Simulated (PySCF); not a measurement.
Cd(Me)(SiH3) (CH6CdSi), SMILES [Cd]([SiH3])[CH3].

Geometry optimised at PBE0-D3(BJ)/def2-SVP. The structure was generated by enumeration; whether it is a known compound was not checked. The def2 effective core potentials stand for the cores of Cd; spin–orbit coupling is left out.

Calculation: PBE0-D3(BJ)/def2-SVP (PySCF).

Frequencies are harmonic and unscaled.

A small imaginary wavenumber (i) marks a very flat motion, where grid noise or a shallow saddle decides the sign.

Modes within 1.5 cm⁻¹ of each other (mostly degenerate sets) share a row, with their intensities summed.

```
mode   ν (cm⁻¹)  IR (km/mol)  Raman (Å⁴/amu)  depolarisation  moving atoms (share of kinetic energy)
-----  --------  -----------  --------------  --------------  --------------------------------------
1           17i          0.0             0.0               –                                 H 100 %
2–3          99          6.5             0.5            0.75        C 37 %, H 26 %, Cd 24 %, Si 14 %
4           289          3.6            39.8            0.21                 Si 72 %, Cd 15 %, H 9 %
5–6         426         10.2             2.0            0.75                         H 89 %, Si 10 %
7           502         43.6            35.5            0.25                 C 67 %, H 18 %, Cd 14 %
8–9         663         54.8             3.6            0.75                          H 83 %, C 15 %
10          855        285.5             4.7            0.20                          H 91 %, Si 9 %
11–12       940         78.5            57.2            0.75                                  H 98 %
13         1172          0.4            44.4            0.19                          H 82 %, C 18 %
14–15      1428          2.8            19.4            0.75                                  H 95 %
16         2192         94.3           259.6            0.00                                  H 99 %
17–18      2200        203.9           319.9            0.75                                  H 96 %
19         3053         16.1           170.5            0.01                                  H 97 %
20–21      3164         11.0           246.3            0.75                           H 91 %, C 9 %
```
